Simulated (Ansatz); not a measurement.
The same groups moved round the core (trisilane fluoro). All species are isolated molecules in the gas phase. One relaxed conformer stands for each flexible species; it need not be the lowest. Strings in code marks are SMILES.

Quantity: electronic energy of isomers of H7FSi3 relative to `F[SiH2][SiH2][SiH3]` (F–Si–Si–Si torsion 53°), in kcal/mol.

Case: `F[SiH]([SiH3])[SiH3]`. Geometry of `F[SiH]([SiH3])[SiH3]` (neutral, multiplicity 1, Å):

```xyz
11

F     -0.2772    -0.8984    -2.3726
Si    -0.1650    -0.7927    -0.7462
Si    -1.8519     0.6305     0.0680
Si     1.9781    -0.0246    -0.1535
H     -0.3704    -2.1741    -0.1979
H     -3.2150     0.1379    -0.3033
H     -1.7361     0.6657     1.5608
H     -1.6700     2.0175    -0.4615
H      2.2084     1.3541    -0.6856
H      2.0488     0.0182     1.3419
H      3.0500    -0.9341    -0.6659
```

**Question.** Predict the electronic energy of isomers of H7FSi3 relative to `F[SiH2][SiH2][SiH3]` (F–Si–Si–Si torsion 53°) from frozen-core MP2/cc-pVTZ // PBE-D3(BJ)/def2-TZVP (Ansatz, a program for electronic structure).

**Answer.** 2.66 kcal/mol.
